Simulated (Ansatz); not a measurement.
Start from `N#[C][SnH2][Cl]` and change one atom or group to get `N#[C][SnH2][C]#N`.

Ansatz, PBE0-D4/def2-TZVP geometries, multiplicity 1. 

Elements past krypton have def2 core potentials.

| property | `N#[C][SnH2][Cl]` |
| --- | --- |
| HOMO–LUMO gap (PBE0/def2-TZVPP) / eV | 7.66 |
| HOMO–LUMO gap (B3LYP/def2-TZVPP) / eV | 7.14 |
| HOMO energy (PBE0/def2-TZVPP) / eV | -9.31 |
| HOMO energy (ωB97M-V/def2-TZVPP) / eV | -11.56 |
| LUMO energy (ωB97M-V/def2-TZVPP) / eV | 0.16 |
| HOMO–LUMO gap (PBE/def2-TZVPP) / eV | 5.42 |

Q: What does the change do to each property? (Best estimate.)

A: Computed: 
| property | `N#[C][SnH2][C]#N` | shift |
| --- | --- | --- |
| HOMO–LUMO gap (PBE0/def2-TZVPP) / eV | 8.81 | 1.15 |
| HOMO–LUMO gap (B3LYP/def2-TZVPP) / eV | 8.32 | 1.18 |
| HOMO energy (PBE0/def2-TZVPP) / eV | -10.05 | -0.74 |
| HOMO energy (ωB97M-V/def2-TZVPP) / eV | -12.31 | -0.75 |
| LUMO energy (ωB97M-V/def2-TZVPP) / eV | 0.43 | 0.27 |
| HOMO–LUMO gap (PBE/def2-TZVPP) / eV | 6.53 | 1.11 |

With PBE0 the HOMO falls by 0.74 eV and the LUMO rises by 0.41 eV, so the gap widens by about 1.15 eV. PBE moves the HOMO by -0.74 eV and ωB97M-V by -0.75 eV. The zero-point energy changes by 17.6 kJ/mol with +3 modes.

B3LYP here is the variant with VWN-RPA as its local correlation; programs differ in this.
